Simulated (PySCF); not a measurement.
# What went wrong, or what changed?

The sound run of [Au3]− (singlet) uses PySCF 2.14.0, RKS TPSS, Au def2-SVP with ECP60; non-relativistic Hamiltonian with scalar-relativistic core potentials where named; density fitting; no spin-orbit coupling, grid (50, 194), threshold 1e-8 and 55 cycles at the relaxed geometry. This run, with dm0 from free metal ions and neutral atoms, differs:

```python
mol = gto.M(atom='''
Au     0.00000    -0.00000     2.59880
Au     0.00000    -0.00000    -0.00000
Au     0.00000     0.00000    -2.59880''',
    basis={'Au': 'def2-SVP'},
    ecp={'Au': 'def2-SVP'},
    charge=-1, spin=0)
mf = dft.RKS(mol, xc='TPSS')
mf.grids.atom_grid = (50, 194)
mf = mf.density_fit()  # fitting sets: Au def2-universal-JKFIT
mf.conv_tol = 1e-08; mf.max_cycle = 5
mf.kernel(dm0)
```

**Question.** What was changed, and how did it end?

**Answer.** The cycle limit was cut. The SCF did not converge. These settings are unsound on purpose: the numbers aren't the compound's.
```
init E= -408.3895424211
cycle= 1 E= -407.026245413522  delta_E= 1.36  |g|= 0.964  |ddm|= 3.11
cycle= 2 E= -406.697361705276  delta_E= 0.329  |g|= 1.44  |ddm|= 3.79
cycle= 3 E= -407.237283101086  delta_E= -0.54  |g|= 0.226  |ddm|= 2.68
cycle= 4 E= -407.245516403566  delta_E= -0.00823  |g|= 0.124  |ddm|= 0.552
cycle= 5 E= -407.24911018374  delta_E= -0.00359  |g|= 0.0358  |ddm|= 0.212
SCF not converged.
```

Run from Python with OMP_NUM_THREADS=2; the lines above give its settings.
It took 1.3 s on 2 threads of Arm Neoverse V1, with other jobs on the host.

No frequency check is given that shows the relaxed geometry to be a minimum.
